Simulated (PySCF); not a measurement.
Assigning NMR signals

Molfile (atoms numbered from 1):
```
C5H11NO2Si2
     RDKit          3D

 21 21  0  0  0  0  0  0  0  0999 V2000
   -2.4318   -0.8477   -1.5954 C   0  0  0  0  0  0  0  0  0  0  0  0
   -1.1423   -0.9207   -1.0650 O   0  0  0  0  0  0  0  0  0  0  0  0
   -0.6333   -0.3943    0.3859 Si  0  0  2  0  0  4  0  0  0  0  0  0
   -1.2133    1.7981    0.7480 Si  0  0  0  0  0  4  0  0  0  0  0  0
   -2.8183    1.6791    1.0309 O   0  0  0  0  0  0  0  0  0  0  0  0
    1.1013   -0.5360    0.2337 N   0  0  0  0  0  0  0  0  0  0  0  0
    1.8843    0.1550   -0.6492 C   0  0  0  0  0  0  0  0  0  0  0  0
    3.1959   -0.1220   -0.4108 C   0  0  0  0  0  0  0  0  0  0  0  0
    3.2306   -1.0227    0.6795 C   0  0  0  0  0  0  0  0  0  0  0  0
    1.9383   -1.2472    1.0447 C   0  0  0  0  0  0  0  0  0  0  0  0
   -2.3700   -1.0448   -2.6662 H   0  0  0  0  0  0  0  0  0  0  0  0
   -3.0779   -1.5947   -1.1287 H   0  0  0  0  0  0  0  0  0  0  0  0
   -2.8679    0.1402   -1.4286 H   0  0  0  0  0  0  0  0  0  0  0  0
   -0.9931   -1.3802    1.4175 H   0  0  0  0  0  0  0  0  0  0  0  0
   -0.5594    2.4639    1.8831 H   0  0  0  0  0  0  0  0  0  0  0  0
   -1.0241    2.7242   -0.3853 H   0  0  0  0  0  0  0  0  0  0  0  0
   -3.3494    2.4280    1.2897 H   0  0  0  0  0  0  0  0  0  0  0  0
    1.4343    0.7884   -1.3883 H   0  0  0  0  0  0  0  0  0  0  0  0
    4.0418    0.2644   -0.9459 H   0  0  0  0  0  0  0  0  0  0  0  0
    4.1076   -1.4472    1.1281 H   0  0  0  0  0  0  0  0  0  0  0  0
    1.5377   -1.8669    1.8218 H   0  0  0  0  0  0  0  0  0  0  0  0
  1  2  1  0
  2  3  1  0
  3  4  1  0
  4  5  1  0
  3  6  1  0
  6  7  1  0
  7  8  2  0
  8  9  1  0
  9 10  2  0
 10  6  1  0
  1 11  1  0
  1 12  1  0
  1 13  1  0
  3 14  1  1
  4 15  1  0
  4 16  1  0
  5 17  1  0
  7 18  1  0
  8 19  1  0
  9 20  1  0
 10 21  1  0
M  END
```

Non-relativistic, a single conformation, no solvent, equivalent nuclei averaged. GIAO PBE0/pcSseg-1 shieldings; structure optimised with GFN2-xTB; PySCF 2.14.0 with density-fitted response routines.

Shifts are taken against calculated references (same method and geometry level): ¹³C and ¹H against TMS.

Question: Assign these signals to the numbered atoms. ¹³C{¹H} NMR (computed): δ 126.4 (CH), 117.5 (CH), 52.2 (CH3).

Answer: 
126.4 → C7/C10, aromatic CH next to a ring nitrogen
117.5 → C8/C9, aromatic CH
52.2 → C1, methyl carbon bonded to O: pulled downfield by the heteroatom

Question: Assign these signals to the numbered atoms. ¹H NMR (500 MHz, computed): δ 6.62 (m, 2H), 6.54 (m, 2H), 5.74 (m, 1H), 5.72 (m, 1H), 5.18 (m, 1H), 4.10 (s, 3H), 0.48 (br s, 1H).

Answer: 
| δ (ppm) | atoms | environment | reason |
| --- | --- | --- | --- |
| 6.62 | H18/H21 | hydrogen on an aromatic CH next to a ring nitrogen | it sits in the deshielding region of the aromatic ring current |
| 6.54 | H19/H20 | hydrogen on an aromatic CH | ring-current deshielding |
| 5.74 | H16 | hydrogen on a silicon bonded to O, Si | – |
| 5.72 | H14 | hydrogen on a silicon bonded to N, O, Si | – |
| 5.18 | H15 | hydrogen on a silicon bonded to O, Si | – |
| 4.10 | H11/H12/H13 | hydrogen on a methyl carbon bonded to O | its carbon carries O, an electronegative neighbour |
| 0.48 | H17 | hydrogen on an oxygen bonded to Si | exchangeable, gas-phase position |

H18/H21 and H19/H20; H16 and H14 lie closer than the usual error of such a calculation, so a measured spectrum could show them in the other order.

OH/NH shifts are gas-phase values; hydrogen bonding in solution moves them, usually downfield. Shifts are as computed. Against solution values, carbons near 30 ppm lie about +3 ppm off and those near 130 ppm about +5 ppm. Of 1211 compounds with measured shifts, 218 miss one by over three times the rms of a fit or turn the order of signals round; such compounds aren't used in these exercises. Multiplicities follow the n + 1 count of equivalent neighbours, as no J values were calculated; m marks all less simple cases, F and P coupling included.
